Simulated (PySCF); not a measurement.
Gas-phase reaction: Ga₂H₆ + 6 O ⇌ 2 GaOH + 4 OH

Method: PySCF energies plus ideal-gas RRHO corrections (1 bar). † marks an energy on the PBE0/def2-TZVP geometry and frequencies. CCSD(T) freezes the core. Open shells (unrestricted): O (multiplicity 3, electronic degeneracy 9), OH (multiplicity 2, electronic degeneracy 4); the rest are closed-shell singlets. Spin-orbit splitting is ignored; it lowers the true energy and changes the entropy of O, OH. Ga: all electrons, no relativistic terms. Ga₂H₆, GaOH: computed as isolated molecules; such fragments, hydroxides, amides, oligomers or adducts are transient or little studied in the gas. CCSD(T) isn't extrapolated to the basis-set limit; its ΔH°(298 K) is -1555.0 kJ in def2-SVP and -1693.4 kJ in def2-TZVPP. The harmonic model lacks anharmonicity and excited electronic states, which grow with temperature; levels with a mode under 35 cm⁻¹ are left out.

```json
[
 {"level": "CCSD(T)/def2-SVP†", "ΔE electronic, kJ": "-1594", "ΔH°(298 K), kJ": "-1555", "ΔS°(298 K), J/K": "-36", "ΔG°(1800 K), kJ": "-1429"},
 {"level": "CCSD(T)/def2-TZVPP†", "ΔE electronic, kJ": "-1733", "ΔH°(298 K), kJ": "-1693", "ΔS°(298 K), J/K": "-36", "ΔG°(1800 K), kJ": "-1568"},
 {"level": "HF/def2-TZVP†", "ΔE electronic, kJ": "-960", "ΔH°(298 K), kJ": "-921", "ΔS°(298 K), J/K": "-36", "ΔG°(1800 K), kJ": "-795"},
 {"level": "PBE0/def2-QZVP†", "ΔE electronic, kJ": "-1830", "ΔH°(298 K), kJ": "-1790", "ΔS°(298 K), J/K": "-36", "ΔG°(1800 K), kJ": "-1665"},
 {"level": "r2SCAN/def2-TZVP†", "ΔE electronic, kJ": "-1822", "ΔH°(298 K), kJ": "-1782", "ΔS°(298 K), J/K": "-36", "ΔG°(1800 K), kJ": "-1657"}
]
```
ΔH° is lowest at PBE0/def2-QZVP† and highest at HF/def2-TZVP†. No reference value is set beside these.
